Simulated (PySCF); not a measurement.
C2H6AlFO2, SMILES [O]([Al]([O]C)[F])C. Atoms are numbered in the order given.

```xyz
12

Al     0.2367     0.2629     0.2715
F      0.7895     1.6150     1.0509
O     -0.9998     0.3713    -0.8599
C     -1.8212     1.3309    -1.4387
H     -1.6286     2.3502    -1.0569
H     -1.6810     1.3524    -2.5338
H     -2.8837     1.0980    -1.2485
O      0.9476    -1.2083     0.6470
C      0.8258    -2.5419     0.2760
H      0.0512    -2.7059    -0.4954
H      1.7829    -2.9207    -0.1238
H      0.5658    -3.1647     1.1500
```
Charge 0, spin multiplicity 1.

Geometry optimised at PBE0-D3(BJ)/def2-SVP. The structure was generated by enumeration; whether it is a known compound was not checked. The values are those of a single conformer.

Calculation: PBE0/def2-TZVP in PySCF.

Isolated molecule, no solvent.

Computed frontier levels, gap, dipole moment and polarisability:
```
Item                                                                                                            Value
---------------------------------------------------------------------------------------------  ----------------------
highest occupied level                                                                                       -8.16 eV
lowest empty level                                                                                           -0.58 eV
orbital gap                                                                                                   7.59 eV
dipole moment                                                                                                  1.90 D
quadrupole, principal values (traceless, Buckingham form, about the centre of nuclear charge)   -8.77, 4.27, 4.50 D·Å
mean static polarisability                                                                       52.0 bohr³ (7.71 Å³)
polarisability, principal values                                                               44.7, 49.8, 61.6 bohr³
```
